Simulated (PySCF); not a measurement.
Compound: 2-propoxybutane, C7H16O.
Cartesian coordinates in Å at the PBE0-D3(BJ)/def2-SVP level; atoms count from 1:
```xyz
24
C7H16O angstrom
C      2.852    0.202    0.338
C      1.605    0.000   -0.506
C      0.375   -0.297    0.325
O     -0.719   -0.475   -0.526
C     -1.956   -0.716    0.107
C     -2.078   -2.165    0.554
C     -3.047   -0.321   -0.877
C     -2.989    1.141   -1.285
H      3.729    0.418   -0.289
H      2.732    1.043    1.040
H      3.085   -0.694    0.935
H      1.748   -0.831   -1.216
H      1.402    0.895   -1.118
H      0.182    0.538    1.033
H      0.558   -1.199    0.946
H     -2.035   -0.056    0.999
H     -3.044   -2.343    1.051
H     -1.283   -2.441    1.261
H     -2.006   -2.834   -0.318
H     -4.025   -0.559   -0.426
H     -2.945   -0.967   -1.767
H     -3.133    1.804   -0.416
H     -2.009    1.374   -1.725
H     -3.766    1.385   -2.024
```

Theory: PBE0-D3(BJ)/def2-SVP geometry optimisation, gas phase in PySCF 2.14.0.

Masses are those of the commonest isotopes; rigid-rotor values at the optimised geometry. The values belong to one conformer with, in the numbering `[CH3:1][CH2:2][CH2:3][O:4][C@H:5]([CH3:6])[CH2:7][CH3:8]`, C1–C2–C3–O4 180°, C2–C3–O4–C5 -178°, C3–O4–C5–C6 -80°, O4–C5–C7–C8 -60°.

Problem. Give the principal moments of inertia and the rotational constants in cm⁻¹.

Solution. Ia = 151.54, Ib = 533.43, Ic = 643.82 u·Å²; 505379 MHz·u·Å²/I gives 3335, 947.4 and 785.0 MHz, that is A = 0.11124, B = 0.03160, C = 0.02618 cm⁻¹.

Problem. Classify the top.

Solution. An asymmetric top. Ray's parameter κ = (2B − A − C)/(A − C) = -0.873; −1 is the prolate and +1 the oblate limit.

Problem. What does the inertial defect say?

Solution. Not planar: Δ = Ic − Ia − Ib = -41.15 u·Å². For a rigid frame Δ = −2 Σ m c², so Σ m c² = 20.58 u·Å² lies off the ab plane: 13.12 from hydrogen and 7.45 from heavier atoms. The atom farthest from that plane is 1.47 Å away.

Problem. List the rotational levels J(Ka,Kc) to J = 5 (MHz).

Solution. Above 0(0,0):
J = 1: 1(0,1) 1732, 1(1,1) 4120, 1(1,0) 4282
J = 2: 2(0,2) 5189, 2(1,2) 7422, 2(1,1) 7910, 2(2,1) 15072, 2(2,0) 15080
J = 3: 3(0,3) 10354, 3(1,3) 12371, 3(1,2) 13345, 3(2,2) 20269, 3(2,1) 20309, 3(3,1) 32618, 3(3,0) 32618
J = 4: 4(0,4) 17205, 4(1,4) 18960, 4(1,3) 20583, 4(2,3) 27193, 4(2,2) 27312, 4(3,2) 39563, 4(3,1) 39565, 4(4,1) 56830, 4(4,0) 56830
J = 5: 5(0,5) 25712, 5(1,5) 27184, 5(1,4) 29613, 5(2,4) 35837, 5(2,3) 36110, 5(3,3) 48250, 5(3,2) 48257, 5(4,2) 65510, 5(4,1) 65510, 5(5,1) 87712, 5(5,0) 87712
The levels of one J sum to (2J + 1)J(J + 1)(A + B + C)/3.

Problem. Predict some low-J microwave lines.

Solution. The dipole components are |μa| = 0.14 D, |μb| = 0.60 D, |μc| = 0.78 D. The squared components, which scale the intensities, stand as 0.03 : 0.60 : 1.00 (a : b : c). Some lines, for components of 0.1 D or more:

```tsv
type	branch	J(Ka,Kc)	MHz	lower level (cm⁻¹)
a	R	1(0,1) ← 0(0,0)	1732	0.000
a	R	2(1,1) ← 1(1,0)	3627	0.143
b	R	1(1,1) ← 0(0,0)	4120	0.000
c	Q	4(2,3) ← 4(1,3)	6610	0.687
a	R	4(3,1) ← 3(3,0)	6946	1.088
a	R	5(0,5) ← 4(0,4)	8507	0.574
a	R	5(3,3) ← 4(3,2)	8687	1.320
a	R	5(3,2) ← 4(3,1)	8692	1.320
a	R	5(1,4) ← 4(1,3)	9030	0.687
c	Q	5(3,3) ← 5(2,3)	12140	1.205
b	Q	5(3,3) ← 5(2,4)	12413	1.195
b	R	3(2,1) ← 2(1,2)	12887	0.248
c	R	5(2,4) ← 4(1,4)	16877	0.632
c	R	4(3,1) ← 3(2,1)	19255	0.677
c	R	5(3,2) ← 4(2,2)	20945	0.911
b	Q	5(5,1) ← 5(4,2)	22202	2.185
c	R	5(4,1) ← 4(3,1)	25945	1.320
b	R	5(4,1) ← 4(3,2)	25947	1.320
```

PBE0-D3(BJ)/def2-SVP frequencies: not computed here. Constants of a rigid frame at the computed geometry: no zero-point averaging, no centrifugal distortion. A rigid rotor knows nothing of internal rotation, which can split or shift real lines.

Cost: about 5 min of CPU time on one thread; the machine was shared, so the figure is rough. That covers the optimisation of the geometry.
